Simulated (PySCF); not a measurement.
First SCF of a structure search on singlet IO₂I₃, at a hand-made trigonal bipyramidal (ligand arrangement 2) geometry. PySCF input:

```python
from pyscf import gto, scf, dft
mol = gto.M(atom='''
I      0.000000     0.000000     0.000000
O      0.000000     0.000000    -1.860000
O     -0.930000    -1.610800     0.000000
I      0.000000     0.000000     2.660000
I      2.660000     0.000000     0.000000
I     -1.330000     2.303600     0.000000''',
    basis={'I': 'def2-SVP', 'O': 'def2-SVP'},
    ecp={'I': 'def2-SVP'},
    charge=0, spin=0)
mf = dft.RKS(mol, xc='PBE')
mf.grids.atom_grid = (50, 194)
aux = {'I': 'def2-universal-JKFIT', 'O': 'def2-universal-JKFIT'}
mf = mf.density_fit(auxbasis=aux)
mf.conv_tol = 1e-08
mf.diis_space = 10
mf.max_cycle = 60
mf.init_guess = 'huckel'
mf.verbose = 4
mf.kernel()
```

Excerpt of the output (cycles and frontier levels); where DIIS stalls, ADIIS, DIIS with a small level shift and a second-order solver take over in turn:

```
init E= -1339.17111483872
  HOMO = -0.243837285663241  LUMO = -0.221386918073748  gap/eV = 0.61091
cycle= 1 E= -1325.33558030568  delta_E= 13.8  |g|= 6.46  |ddm|= 9.98
  HOMO = 0.108277016583768  LUMO = 0.121384392284987  gap/eV = 0.35667
cycle= 2 E= -1277.39325383148  delta_E= 47.9  |g|= 10.6  |ddm|= 19.3
  HOMO = -0.190713955256482  LUMO = -0.0390697368492852  gap/eV = 4.12645
cycle= 3 E= -1335.89448465784  delta_E= -58.5  |g|=  3.8  |ddm|= 16.4
  HOMO = -0.203362189999832  LUMO = -0.192351786907067  gap/eV = 0.29961
cycle= 4 E= -1334.07111905149  delta_E= 1.82  |g|= 3.99  |ddm|= 9.28
  HOMO = -0.0567269999421388  LUMO = -0.0409792108626023  gap/eV = 0.42852
cycle= 5 E= -1337.53656125491  delta_E= -3.47  |g|= 3.13  |ddm|= 7.74
  HOMO = -0.220467897738697  LUMO = -0.208017684909075  gap/eV = 0.33879
cycle= 6 E= -1339.685528724  delta_E= -2.15  |g|= 1.97  |ddm|= 4.55
  HOMO = -0.221713749148774  LUMO = -0.210912116285268  gap/eV = 0.29393
... 61 lines left out ...
cycle= 52 E= -1340.57860790046  delta_E= 0.0871  |g|= 0.514  |ddm|= 1.32
cycle= 53 E= -1340.63524349178  delta_E= -0.0566  |g|= 0.31  |ddm|= 0.625
cycle= 54 E= -1340.55899262508  delta_E= 0.0763  |g|= 0.566  |ddm|= 0.791
cycle= 55 E= -1340.59196092439  delta_E= -0.033  |g|= 0.474  |ddm|=  0.3
cycle= 56 E= -1340.62010519555  delta_E= -0.0281  |g|= 0.377  |ddm|= 0.298
cycle= 57 E= -1340.4468655792  delta_E= 0.173  |g|= 0.779  |ddm|= 2.64
cycle= 58 E= -1340.40348983646  delta_E= 0.0434  |g|= 0.842  |ddm|= 1.02
cycle= 59 E= -1340.40141027585  delta_E= 0.00208  |g|= 0.845  |ddm|= 0.18
cycle= 60 E= -1340.4308824537  delta_E= -0.0295  |g|= 0.806  |ddm|= 0.657
SCF not converged.
init E= -1339.17111483872
  HOMO = -0.24383728566324  LUMO = -0.221386918073744  gap/eV = 0.61091
cycle= 1 E= -1325.33558030568  delta_E= 13.8  |g|= 6.46  |ddm|= 9.98
  HOMO = 0.108277016583791  LUMO = 0.121384392284986  gap/eV = 0.35667
cycle= 2 E= -1277.39325383148  delta_E= 47.9  |g|= 10.6  |ddm|= 19.3
  HOMO = -0.165030683521874  LUMO = 0.0374392613140522  gap/eV = 5.50949
cycle= 3 E= -1333.22622047737  delta_E= -55.8  |g|= 4.83  |ddm|=   16
  HOMO = -0.179263429961803  LUMO = -0.174169328893784  gap/eV = 0.13862
cycle= 4 E= -1333.41005014473  delta_E= -0.184  |g|= 4.07  |ddm|=  9.8
  HOMO = -0.1202883203067  LUMO = -0.113733665566269  gap/eV = 0.17836
cycle= 5 E= -1339.14634945719  delta_E= -5.74  |g|=  2.2  |ddm|= 8.19
  HOMO = -0.213829867590567  LUMO = -0.201669241091615  gap/eV = 0.33091
cycle= 6 E= -1338.39224837925  delta_E= 0.754  |g|= 2.93  |ddm|= 4.22
cycle= 7 E= -1338.95330508635  delta_E= -0.561  |g|= 2.44  |ddm|= 4.24
... 15 lines left out ...
  HOMO = -0.233086529790512  LUMO = -0.230002552422057  gap/eV = 0.08392
cycle= 16 E= -1340.35811999584  delta_E= -0.324  |g|= 0.962  |ddm|= 2.29
  HOMO = -0.235849739304391  LUMO = -0.230977808964416  gap/eV = 0.13257
cycle= 17 E= -1340.64139942542  delta_E= -0.283  |g|= 0.311  |ddm|= 2.92
  HOMO = -0.23207039544874  LUMO = -0.230620717268999  gap/eV = 0.03945
cycle= 18 E= -1340.4042332685  delta_E= 0.237  |g|= 0.899  |ddm|= 2.87
  HOMO = -0.231635963752197  LUMO = -0.230103075686452  gap/eV = 0.04171
cycle= 19 E= -1340.66240992939  delta_E= -0.258  |g|= 0.152  |ddm|= 2.81
cycle= 20 E= -1340.65244366921  delta_E= 0.00997  |g|= 0.186  |ddm|= 1.99
SCF not converged.
init E= -1340.65244366921
  HOMO = -0.22145996530323  LUMO = -0.127047616496828  gap/eV = 2.56909
cycle= 1 E= -1340.62303895169  delta_E= 0.0294  |g|= 0.411  |ddm|= 0.791
  HOMO = -0.20119561518797  LUMO = -0.135667265689616  gap/eV = 1.78312
cycle= 2 E= -1340.03159790954  delta_E= 0.591  |g|=  1.7  |ddm|= 2.05
  HOMO = -0.236854043957215  LUMO = -0.152218481626008  gap/eV = 2.30305
cycle= 3 E= -1340.58216948074  delta_E= -0.551  |g|= 0.519  |ddm|= 1.04
  HOMO = -0.235849752390091  LUMO = -0.142316674670191  gap/eV = 2.54516
cycle= 4 E= -1340.64893022576  delta_E= -0.0668  |g|= 0.215  |ddm|= 0.591
  HOMO = -0.229726441095567  LUMO = -0.136254092132425  gap/eV = 2.54351
cycle= 5 E= -1340.66285445007  delta_E= -0.0139  |g|= 0.0397  |ddm|= 0.312
  HOMO = -0.230446129347473  LUMO = -0.13519337801662  gap/eV = 2.59196
cycle= 6 E= -1340.66416379693  delta_E= -0.00131  |g|= 0.0273  |ddm|= 0.178
  HOMO = -0.230098900717532  LUMO = -0.135037137966904  gap/eV = 2.58676
... 39 lines left out ...
  HOMO = -0.223467454348734  LUMO = -0.133981812350051  gap/eV = 2.43503
cycle= 27 E= -1340.66591661156  delta_E= -1.73e-05  |g|= 0.0207  |ddm|= 0.00841
  HOMO = -0.223834223128617  LUMO = -0.13393895446103  gap/eV = 2.44617
cycle= 28 E= -1340.66599293306  delta_E= -7.63e-05  |g|= 0.0146  |ddm|= 0.0161
  HOMO = -0.22330660636313  LUMO = -0.134016605663483  gap/eV = 2.42970
cycle= 29 E= -1340.66596397699  delta_E= 2.9e-05  |g|= 0.0186  |ddm|= 0.00989
  HOMO = -0.222994314959354  LUMO = -0.13398310125941  gap/eV = 2.42212
cycle= 30 E= -1340.66592243947  delta_E= 4.15e-05  |g|= 0.0221  |ddm|= 0.00659
SCF not converged.
  HOMO = -0.235173429498149  LUMO = -0.228444449357176  gap/eV = 0.18310
macro= 0  E= -1340.66628146062  delta_E= -0.000359021  |g|= 0.00416612  3 KF 10 JK
macro= 1  E= -1340.66653429348  delta_E= -0.000252833  |g|= 0.0051154  2 KF 8 JK
macro= 2  E= -1340.66750976668  delta_E= -0.000975473  |g|= 0.029456  4 KF 23 JK
macro= 3  E= -1340.6685911643  delta_E= -0.0010814  |g|= 0.0477181  2 KF 6 JK
macro= 4  E= -1340.66890485925  delta_E= -0.000313695  |g|= 0.00650997  3 KF 10 JK
macro= 5  E= -1340.6689074974  delta_E= -2.63815e-06  |g|= 0.00023248  2 KF 9 JK
macro= 6  E= -1340.6689074974  delta_E= -2.27374e-12  |g|= 3.50963e-05  1 KF 2 JK
macro X = 7  E=-1340.6689074974  |g|= 3.50963e-05  total 18 KF 76 JK
converged SCF energy = -1340.6689074974
```

No lower solution of this spin was found by a stability analysis within the restricted form, which does not test spin polarisation.

The search for the lowest solution, with the stability check, took 100 s on 2 threads of a shared Arm Neoverse V1 host, with 132 basis functions; the process peaked at 0.46 GiB. Launch command: `OMP_NUM_THREADS=2 python axn.py task.json out`.
